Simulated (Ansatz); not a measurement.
System (SMILES): [F][Ge][F] (closed-shell singlet).
Geometry (B3LYP-D3(BJ)/def2-TZVP, fixed):
```xyz
3

Ge     0.0109    -0.0062     0.4176
F      0.6316     1.1604    -0.7423
F     -0.6702    -1.1385    -0.7424
```
Charge 0, spin multiplicity 1.

Basis-set convergence of the dipole moment at PBE with Ansatz (a quantum-chemistry and plane-wave program). Dipoles come from the density behind the forces; the sign is taken along the dipole that this method gives in the largest set. Cartesian d functions, on some or all atoms, in 6-31G, 6-31G**; all else is spherical. The program fits the integrals of some runs and decomposes those of others, by size. No added dispersion term, no relativity. Reference: the value in aug-cc-pVQZ, 2.454 D, itself unsure by roughly 0.003 D (its distance from def2-QZVPPD). Deviations are taken from unrounded values.

```
basis        functions  dipole moment (D)  minus reference (D)
-----------  ---------  -----------------  -------------------
STO-3G              28             -0.339               -2.793
6-31G               47              2.378               -0.076
pcseg-1             55              2.365               -0.089
def2-SVP            60              2.093               -0.360
6-31G**             65              1.936               -0.518
6-311G**            80              2.364               -0.090
aug-pcseg-1         82              2.439               -0.014
def2-SVPD           84              2.521                0.067
cc-pVTZ            103              2.256               -0.198
pcseg-2            103              2.494                0.040
def2-TZVPP         110              2.380               -0.074
def2-TZVPPD        134              2.453               -0.001
aug-pcseg-2        151              2.450               -0.004
cc-pVQZ            178              2.367               -0.087
pcseg-3            188              2.464                0.010
def2-QZVPP         203              2.433               -0.021
def2-QZVPPD        227              2.451               -0.003
aug-cc-pVQZ        253              2.454                0.000
```
